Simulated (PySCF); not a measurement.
SMILES [F][Zn][O][SiH3] (H3FOSiZn), PBE0/def2-SVP optimised geometry.

```
7

Zn    -1.06    -1.12    -3.04
F     -1.12    -1.19    -4.77
O     -1.05    -1.13    -1.29
Si    -0.45    -0.30     0.00
H      1.05    -0.30     0.00
H     -0.92    -0.94     1.27
H     -0.89     1.13     0.00
```

Density from PBE0/def2-TZVP (PySCF) at that geometry.

Minimum of the electron density along straight lines between bonded atoms, close to the bond critical point (lines longer than 1.1 times the sum of covalent radii, or with two minima, are not listed):

| bond | length / Å | ρ at the minimum / e bohr⁻³ | ∇²ρ there / e bohr⁻⁵ | position (fraction from the first atom) |
|---|---|---|---|---|
| Zn1–F2 | 1.731 | 0.141 | 0.88 | 0.50 |
| Zn1–O3 | 1.752 | 0.142 | 0.78 | 0.49 |
| O3–Si4 | 1.645 | 0.135 | 0.84 | 0.59 |
| Si4–H5 | 1.500 | 0.119 | 0.14 | 0.49 |
| Si4–H6 | 1.494 | 0.121 | 0.14 | 0.49 |
| Si4–H7 | 1.500 | 0.119 | 0.14 | 0.49 |
